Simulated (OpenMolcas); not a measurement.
## Mn2+: effect of the IPEA shift

```json
{"Program": "OpenMolcas 26.06", "Basis": "ANO-RCC-VTZP [6s5p3d2f1g]", "Scalar Hamiltonian": "DKH2, point nucleus", "Active space": "11 electrons in 8 orbitals (RAS1 3p, at most 2 holes; RAS2 3d)", "State averaging": "2S+1 = 6 even, 1 root; 2S+1 = 4 even, 24 roots; 2S+1 = 2 even, 58 roots", "Spin-orbit coupling": "state interaction with AMFI integrals over the reference wave functions, term energies averaged over their components"}
```

Methods on the same reference wave functions:
A. RASSCF
B. MS-RASPT2, IPEA 0 Eh, imaginary shift 0.1 Eh (closed shells correlated: 3s)
C. MS-RASPT2, IPEA 0.25 Eh, imaginary shift 0.1 Eh (closed shells correlated: 3s)

Energies in eV above 3d⁵ ⁶S_5/2, the measured ground level; measured values from Corliss and Sugar, J. Phys. Chem. Ref. Data 6, 1253 (1977).

| Level | A | B | C | Measured |
| --- | --- | --- | --- | --- |
| 3d⁵ ⁶S_5/2 | 0.0000 | 0.0000 | 0.0000 | 0.0000 |
| 3d⁵ ⁴G_5/2 | 4.0801 | 3.396 | 3.459 |  |
| 3d⁵ ⁴G_7/2 | 4.0824 | 3.398 | 3.461 | 3.3302 |
| 3d⁵ ⁴G_11/2 | 4.0830 | 3.399 | 3.461 | 3.3258 |
| 3d⁵ ⁴G_9/2 | 4.0837 | 3.400 | 3.462 |  |
| 3d⁵ ⁴P_5/2 | 4.1572 | 3.730 | 3.804 | 3.6163 |
| 3d⁵ ⁴P_3/2 | 4.1605 | 3.735 | 3.809 |  |
| 3d⁵ ⁴P_1/2 | 4.1635 | 3.740 | 3.814 |  |
| 3d⁵ ⁴D_7/2 | 4.8206 | 4.121 | 4.194 | 4.0056 |
| 3d⁵ ⁴D_1/2 | 4.8239 | 4.125 | 4.198 | 4.0132 |
| 3d⁵ ⁴D_3/2 | 4.8258 | 4.129 | 4.202 |  |
| 3d⁵ ⁴D_5/2 | 4.8261 | 4.130 | 4.203 | 4.0151 |
| 3d⁵ ²D_5/2(1) [74 %] | 5.9412 | 5.272 | 5.385 | 5.1129 |
| 3d⁵ ²I_11/2 | 5.9753 | 4.944 | 5.044 | 4.8570 |
| 3d⁵ ²I_13/2 | 5.9812 | 4.949 | 5.049 | 4.8573 |
| 3d⁵ ²D_3/2(1) | 5.9841 | 5.319 | 5.432 | 5.1540 |
| 3d⁵ ²F_7/2(1) | 6.1434 | 5.442 | 5.553 | 5.2825 |
| 3d⁵ ²F_5/2(1) [68 %] | 6.1955 | 5.505 | 5.614 | 5.3444 |
| 3d⁵ ⁴F_9/2 | 6.4011 | 5.580 | 5.662 | 5.4024 |
| 3d⁵ ⁴F_7/2 | 6.4023 | 5.583 | 5.665 | 5.4060 |
| 3d⁵ ⁴F_5/2 | 6.4059 | 5.591 | 5.675 | 5.4142 |
| 3d⁵ ⁴F_3/2 | 6.4091 | 5.594 | 5.676 | 5.4150 |
| 3d⁵ ²H_9/2 | 6.8371 | 5.916 | 6.037 | 5.7672 |
| 3d⁵ ²H_11/2 | 6.8534 | 5.937 | 6.058 | 5.7864 |

Deviations, from unrounded energies. A percentage is the sum of absolute deviations over the sum of measured energies, with the sign that they share, or ± where signs differ.

```tsv
Against measurement	Levels	A	B	C
mean absolute deviation (cm-1)	18	7300	1100	1800
other terms of the ground configuration (%)	18	+18.8	+2.8	+4.7
```

B lies closest to measurement on these levels and A furthest from it. The largest miss of B in the table is 3d⁵ ⁴F_3/2, by +1400 cm-1. The ranking rests on the paired levels alone, and a cruder setting can come out closer through cancelling errors.

Between B and C the level of the table that moves most is 3d⁵ ²H_9/2, by 980 cm-1 (lowest in B, highest in C). Moves below CASPT2's spread within the term are not significant.

The mean deviations of B to C differ by less than CASPT2's widest spread within a term (760 cm-1), so their order carries little weight.

From A to B the spin-free energies of the other terms of 3d⁵ shown, above ⁶S, scale by factors of 0.83 to 0.90, as is usual when dynamic correlation screens the repulsion within a d or f shell.

The lowest spin-free term lies below A's lowest term by 0.402 hartree in B, 0.393 hartree in C.

CASPT2 does not keep the components of a term degenerate, so their means are used; among the terms shown or strongly mixed into the levels shown the widest spread is 760 cm-1 (3d⁵ ²I, C). Active for correlation alone: 3p; no level in the range computed is led by a configuration that opens it, so any true level of that kind is missing. Without dynamic correlation excited terms often stand tens of per cent too high (terms of higher spin than the ground term too low), and those without a measured partner can miss by more than the paired ones (holds for A). Computed and measured levels are paired by configuration, term and J; levels that our copy of the source lacks, or whose pairing is in doubt (as where it misses far off the trend of its configuration), stay unpaired and out of the deviations. Levels of configurations outside the active space are missing. The table leaves out levels that lie high or whose names do not pair safely across all columns.

A share in square brackets marks a mixed level and gives the weight of the term that names it, the lowest over the columns. A number in round brackets counts repeated terms of one configuration in the order of the reference energies.
